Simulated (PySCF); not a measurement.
Vertical excitations of a molecule C₄H₉FSi from TDA-PBE/def2-SVPD (PySCF 2.14.0), as energy in eV (oscillator strength): 5.87 (0.035), 6.20 (0.084), 6.61 (0.063), 6.74 (0.028), 6.79 (0.154), 6.95 (0.127), 7.06 (0.007), 7.12 (0.027), 7.38 (0.046), 7.40 (0.003). Lowest triplet (TDA): 4.20 eV. Geometry: ωB97X-D3(BJ)/def2-SVP. Other conformers were not sampled.

Q: Identify the compound among the candidates.
A) C/C=C(\F)[SiH2]C
B) F[C@@H]([SiH3])C1CC1
C) FC[SiH]1CCC1
D) CC/C=C/[SiH2]F

A: A, C/C=C(\F)[SiH2]C
